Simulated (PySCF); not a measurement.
**C7H11FOSi: full NMR table**

* Formula: C7H11FOSi
* SMILES: C=C[Si@H](/C=C\C=C\F)OC
* Point group of the computed structure: C1
* Degrees of unsaturation: 3
* Carbon signals: 7
* Proton signals: 9

Molfile (atoms numbered from 1):
```
C7H11FOSi
     RDKit          3D

 21 20  0  0  0  0  0  0  0  0999 V2000
   -1.7585    1.9237    0.6074 C   0  0  0  0  0  0  0  0  0  0  0  0
   -0.6338    1.2428    0.7714 C   0  0  0  0  0  0  0  0  0  0  0  0
   -0.4036   -0.5787    0.3084 Si  0  0  2  0  0  4  0  0  0  0  0  0
    0.3574   -0.7872   -1.3961 C   0  0  0  0  0  0  0  0  0  0  0  0
    1.5699   -0.3721   -1.7689 C   0  0  0  0  0  0  0  0  0  0  0  0
    2.5013    0.3007   -0.9003 C   0  0  0  0  0  0  0  0  0  0  0  0
    3.6899    0.7240   -1.3143 C   0  0  0  0  0  0  0  0  0  0  0  0
    4.5450    1.3514   -0.4899 F   0  0  0  0  0  0  0  0  0  0  0  0
   -1.8136   -1.3563    0.0725 O   0  0  0  0  0  0  0  0  0  0  0  0
   -2.8247   -1.6142    0.9961 C   0  0  0  0  0  0  0  0  0  0  0  0
   -2.6409    1.4653    0.1894 H   0  0  0  0  0  0  0  0  0  0  0  0
   -1.8550    2.9661    0.8738 H   0  0  0  0  0  0  0  0  0  0  0  0
    0.2180    1.7691    1.1860 H   0  0  0  0  0  0  0  0  0  0  0  0
    0.3747   -1.2160    1.3853 H   0  0  0  0  0  0  0  0  0  0  0  0
   -0.2547   -1.2843   -2.1368 H   0  0  0  0  0  0  0  0  0  0  0  0
    1.9177   -0.5322   -2.7836 H   0  0  0  0  0  0  0  0  0  0  0  0
    2.2067    0.4584    0.1250 H   0  0  0  0  0  0  0  0  0  0  0  0
    4.0911    0.6250   -2.3126 H   0  0  0  0  0  0  0  0  0  0  0  0
   -2.4855   -2.3348    1.7443 H   0  0  0  0  0  0  0  0  0  0  0  0
   -3.6760   -2.0319    0.4570 H   0  0  0  0  0  0  0  0  0  0  0  0
   -3.1343   -0.7016    1.5098 H   0  0  0  0  0  0  0  0  0  0  0  0
  1  2  2  0
  2  3  1  0
  3  4  1  0
  4  5  2  0
  5  6  1  0
  6  7  2  0
  7  8  1  0
  3  9  1  0
  9 10  1  0
  1 11  1  0
  1 12  1  0
  2 13  1  0
  3 14  1  1
  4 15  1  0
  5 16  1  0
  6 17  1  0
  7 18  1  0
 10 19  1  0
 10 20  1  0
 10 21  1  0
M  END
```

How the numbers were obtained: geometry from GFN2-xTB, σ from GIAO-PBE0/pcSseg-1, in PySCF 2.14 (non-relativistic Hamiltonian, one computed conformer, gas phase, averaged over atoms made equivalent by symmetry, fast rotation or ring inversion).

Referencing at the same level of theory: TMS for 1H, 13C, 29Si; 19F against CFCl3; 17O against H2O.

| carbon | δC, type | δH (multiplicity) | HMBC from (2–3 bonds) | span of the C tensor (ppm) |
| --- | --- | --- | --- | --- |
| C1 | 140.9, CH2 | H11 6.19 (m); H12 6.51 (m) | H13, H14 | 251 |
| C2 | 143.4, CH | 6.42 (m) | H12, H11, H15, H14 | 243 |
| C4 | 139.7, CH | 6.08 (m) | H16, H13, H17, H14 | 208 |
| C5 | 145.9, CH | 6.69 (m) | H18, H17, H15, H14 | 237 |
| C6 | 122.3, CH | 6.15 (m) | H18, H16, H15 | 171 |
| C7 | 165.3, CH | 7.08 (m) | H16, H17 | 141 |
| C10 | 53.1, CH3 | 3.89 (s) | H14 | 78 |

Other nuclei:
```tsv
atoms	nucleus	environment	δ (ppm)	σ (ppm)
H14	1H	hydrogen on a silicon bonded to 2 C, O	5.53	26.19
F8	19F	vinylic fluorine	-115.9	286.9
Si3	29Si	silicon bonded to 2 C, O, H	-24.8	373.9
O9	17O	oxygen bonded to C, Si	-0.7	336.8
```

1. Carbon types of the structure: 5 × CH, 1 × CH2, 1 × CH3, leaving 1 H on heteroatoms.
2. δC 165.3, 145.9, 143.4, 139.7, 122.3: alkene CH.
3. δC 140.9: terminal =CH2 carbon; an sp2 carbon of a C=C bond.
4. δC 53.1: methyl carbon bonded to O; pulled downfield by the heteroatom.
5. δH 7.08, 6.69, 6.42, 6.15, 6.08: hydrogen on an alkene CH; a vinylic proton, deshielded by the sp2 carbon and the C=C anisotropy.
6. δH 6.51, 6.19: hydrogen on a terminal =CH2 carbon; attached to an sp2 carbon and in the plane of the double bond.

Splittings by 19F in the carbon and heteronuclear signals aren't shown, as no couplings were computed. Shifts are as computed. Against solution values, carbons near 30 ppm lie about +3 ppm off and those near 130 ppm about +5 ppm. Of 1211 compounds with measured shifts, 218 miss one by over three times the rms of a fit or turn the order of signals round; such compounds aren't used in these exercises. Unscaled 19F shifts against computed CFCl3 carry errors that often reach 10 to 50 ppm. Experimental scales use liquid or dissolved standards, which lie at an offset from isolated H2O (liquid H2O: subtract about 36 ppm). Multiplicities follow the n + 1 count of equivalent neighbours, as no J values were calculated; m marks all less simple cases, F and P coupling included.
